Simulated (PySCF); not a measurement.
Sb(Br)(TeH)2 (BrH₂SbTe₂), SMILES [Br][Sb]([TeH])[TeH]. Geometry optimised at PBE-D3(BJ)/def2-SVP. The def2 effective core potentials stand for the cores of Sb, Te; spin–orbit coupling is left out.

Computed equilibrium geometry at PBE-D3(BJ)/def2-SVP (PySCF confirms it by a frequency run) as bond lengths and angles:
Atoms: Sb1 Br2 Te3 H4 Te5 H6. Bond lengths (Å): Sb1–Br2 2.586, Sb1–Te3 2.800, Sb1–Te5 2.802, Te3–H4 1.685, Te5–H6 1.685. Angles (°): Br2–Sb1–Te3 100.6, Br2–Sb1–Te5 103.3, Te3–Sb1–Te5 89.1, Sb1–Te3–H4 90.3, Sb1–Te5–H6 89.9.
